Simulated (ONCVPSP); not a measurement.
phosphorus (P): from the effect back to the setting (ONCV)

Base potential:

ONCVPSP 4.0.1 input, shortened (lines: element, Z, core and valence counts, functional; n l f; lmax; l rc ep ncon nbas qcut; lloc lpopt rc5 dvloc0; l nproj debl; icmod fcfact rcfact), PBE, scalar-relativistic:

```
  P 15.00    3    2        4      upf
    1    0    2.00
    2    0    2.00
    2    1    6.00
    3    0    2.00
    3    1    3.00
    1
    0    1.40    0.00    3    6    4.50
    1    1.90    0.00    3    6    5.20
    4    5    0.90    0.00
    0    2    1.80
    1    2    2.50
    2    0.40    0.75
```

Cutoffs, loose and tight: the cutoffs (Ha) at which the residual kinetic energy of the hardest occupied pseudo-wave falls to 1 and 0.1 mHa per electron. They do not see the model core or the augmentation charge, which bear on the density cutoff. Test errors are all-electron minus pseudo excitation energies from the reference, over the configurations 3s2 3p2; 3s2 3p1; 3s2 3p0; 3s1 3p4; variants that change the core or the reference have their own tests.

Only the s radius is moved:

```csv
s radius (bohr),"cutoff, loose","cutoff, tight",bound ghosts,largest test error (meV)
1.02,107 Ha,147 Ha,s,+55
1.42,9.9 Ha,29 Ha,none,+54
1.56,9.5 Ha,29 Ha,none,+57
1.86,8.1 Ha,12 Ha,none,+74
1.96,7.8 Ha,9.9 Ha,none,+82
```

Question: One more run gave cutoff, loose: 12 Ha; cutoff, tight: 88 Ha; bound ghosts: s; largest test error (meV): +50. Which value of the s radius was used?

Answer: 1.2 bohr. The loose cutoff moves one way along this sweep, from 107 Ha at 1.02 to 7.8 Ha at 1.96 bohr, which places the run between 1.02 and 1.42 bohr.
